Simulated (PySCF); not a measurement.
Input file for PySCF: R-HF/3-21G on BeO, 2S+1 = 1, a spin state set in the input, which need not be the lowest, a point of a bond scan (R = 1.232 Å).

```python
from pyscf import gto, scf, dft, mp
from pyscf.data.elements import chemcore

mol = gto.M(
    atom='''
    Be    0.00000000    0.00000000    0.00000000
    O     0.00000000    0.00000000    1.23169300
    ''',
    basis='3-21g',
    charge=0, spin=0, verbose=3, max_memory=1800)
mf = scf.RHF(mol)
mf.conv_tol = 1e-8
mf.max_cycle = 100
mf.kernel()
if not mf.converged:
    mf = mf.newton().run(mf.mo_coeff, mf.mo_occ)
```

Task: What total energy does the run end on?

Result: -88.9044 hartree.
